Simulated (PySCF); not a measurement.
Isomers of C5H11FO2Si2, one GFN2-xTB conformer each. Single-point energies are computed at PBE0/pcSseg-1 (PySCF, gas phase, no added dispersion term), electronic only.

| SMILES | GFN2-xTB relative energy (kJ/mol) |
| --- | --- |
| COC(=O)[Si@@H]1C[SiH2][C@H](F)C1 | 190.4 |
| CC(=O)O[Si@@H]1C[SiH2][C@H](F)C1 | 0.0 |

Conformers: `[CH3:1][O:2][C:3](=[O:4])[Si@@H:5]1[CH2:6][SiH2:7][C@H:8]([F:9])[CH2:10]1` with C1–O2–C3–O4 0°, O2–C3–Si5–C6 71°, C3–Si5–C6–Si7 -128°, Si5–C6–Si7–C8 -10°, C6–Si7–C8–F9 157°, Si7–C8–C10–Si5 -45°; `[CH3:1][C:2](=[O:3])[O:4][Si@@H:5]1[CH2:6][SiH2:7][C@H:8]([F:9])[CH2:10]1` with C1–C2–O4–Si5 178°, C2–O4–Si5–C6 -177°, O4–Si5–C6–Si7 -129°, Si5–C6–Si7–C8 -10°, C6–Si7–C8–F9 156°, Si7–C8–C10–Si5 -44°.

Question: What does PBE0/pcSseg-1 give for the same structures?

Answer: 
```json
{"SMILES": "CC(=O)O[Si@@H]1C[SiH2][C@H](F)C1", "PBE0/pcSseg-1 E (Eh)": "-1025.70238", "PBE0/pcSseg-1 (kJ/mol)": "0.0", "GFN2-xTB (kJ/mol)": "0.0", "point group": "C1"}
{"SMILES": "COC(=O)[Si@@H]1C[SiH2][C@H](F)C1", "PBE0/pcSseg-1 E (Eh)": "-1025.64478", "PBE0/pcSseg-1 (kJ/mol)": "151.2", "GFN2-xTB (kJ/mol)": "190.4", "point group": "C1"}
```

Both levels put the same isomer lowest. As drawn, the lower has an Si–O bond, which the higher lacks.

Question: Which frontier levels, dipoles and rotational constants go with these structures?

Answer: 
| SMILES | HOMO (eV, PBE0/pcSseg-1) | LUMO (eV) | dipole (D) | A, B, C (MHz) |
| --- | --- | --- | --- | --- |
| CC(=O)O[Si@@H]1C[SiH2][C@H](F)C1 | -8.05 | -0.06 | 3.12 | 1978, 509.7, 444.3 |
| COC(=O)[Si@@H]1C[SiH2][C@H](F)C1 | -7.64 | -0.74 | 1.41 | 1715, 513.5, 484.5 |
